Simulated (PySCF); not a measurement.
Geometry:
```csv
atom,x (Å),y (Å),z (Å)
C1,-2.698,0.990,0.087
C2,-2.186,-0.240,-0.649
C3,-0.665,-0.251,-0.782
Si4,0.279,-0.328,0.868
C5,2.075,-0.852,0.533
Si6,3.040,0.226,-0.694
H7,-2.334,0.999,1.111
H8,-2.357,1.897,-0.407
H9,-3.786,0.998,0.105
H10,-2.508,-1.137,-0.116
H11,-2.638,-0.269,-1.645
H12,-0.353,0.638,-1.334
H13,-0.380,-1.108,-1.397
H14,-0.362,-1.308,1.762
H15,0.281,0.979,1.542
H16,2.085,-1.882,0.175
H17,2.606,-0.863,1.485
H18,2.484,0.072,-2.041
H19,2.964,1.634,-0.297
H20,4.448,-0.186,-0.719
```

Geometry: GFN2-xTB; GIAO shifts from PySCF 2.14, gas phase, non-relativistic, averaged over equivalent atoms.

At HSE06/pcSseg-1 (186 basis functions, 46 s wall time on 1 thread of an Arm Neoverse V2, shared host):
```csv
atoms,δ (ppm)
C2,24.1
C1,18.4
C3,16.6
C5,-12.5
Si4,-37.9
Si6,-75.3
H14/H15,4.34
H18/H19/H20,3.93
H10/H11,1.67
H7/H8/H9,0.99
H12/H13,0.86
H16/H17,-0.21
```

Shifts are taken against calculated references (same method and geometry level): 13C (σref 186.23), 29Si (σref 346.40), 1H (σref 31.72) vs TMS.

Problem. Predict the values at KT3/IGLO-II on the same geometry.

Solution. 
```csv
atoms,δ at KT3/IGLO-II,change
C2,26.6,+2.5
C1,18.5,+0.1
C3,18.5,+1.9
C5,-9.7,+2.8
Si4,-37.0,+0.9
Si6,-72.6,+2.7
H14/H15,4.65,+0.31
H18/H19/H20,4.19,+0.26
H10/H11,1.85,+0.18
H7/H8/H9,1.00,+0.01
H12/H13,1.04,+0.18
H16/H17,-0.11,+0.10
```

Shifts are taken against calculated references (same method and geometry level): 13C (σref 189.96) and 29Si (σref 368.45) and 1H (σref 32.25) against TMS.

The largest change is at C5 (sp3 CH2 bonded to 2 Si). Cost: 242 basis functions, 35 s wall time on 1 thread of an Arm Neoverse V2, shared host. The order of the carbon signals is the same at both levels.
